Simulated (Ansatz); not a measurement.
A run for Ansatz (a program for electronic structure): R-r2SCAN/def2-TZVPP on C3H8O2 (SMILES COCOC), a point of a torsion scan.

Ansatz 0.2 input:
```yaml
crystal:
  periodic: [false, false, false]
  atoms:
    - {symbol: C, position_ang: [2.11696428, 0.39386783, -0.08384322]}
    - {symbol: O, position_ang: [1.33498127, -0.58835428, 0.55739644]}
    - {symbol: C, position_ang: [-0.01673305, -0.29953041, 0.67252939]}
    - {symbol: O, position_ang: [-0.74472661, -1.28928408, -0.00248364]}
    - {symbol: C, position_ang: [-2.12553062, -1.21897370, 0.23714332]}
    - {symbol: H, position_ang: [2.10169838, 1.33905053, 0.47131950]}
    - {symbol: H, position_ang: [1.77953706, 0.57269570, -1.11037135]}
    - {symbol: H, position_ang: [3.13157110, 0.00167794, -0.10097564]}
    - {symbol: H, position_ang: [-0.29647950, -0.31205236, 1.74620586]}
    - {symbol: H, position_ang: [-0.25905695, 0.70106758, 0.26532702]}
    - {symbol: H, position_ang: [-2.54361174, -0.26542233, -0.11081047]}
    - {symbol: H, position_ang: [-2.34945267, -1.33168208, 1.30547107]}
    - {symbol: H, position_ang: [-2.57491700, -2.03822087, -0.31886098]}
basis:
  gaussian:
    orbitals: def2-TZVPP
hamiltonian:
  xc: {name: r2SCAN}
scf: {lower_state_search: off}
```

### Question
What total energy does the run end on?

### Answer
-269.5024 hartree.

### Question
How many basis functions does it have, and what does it roughly cost on one machine?

### Answer
267 functions; around 8 core-seconds (rough).
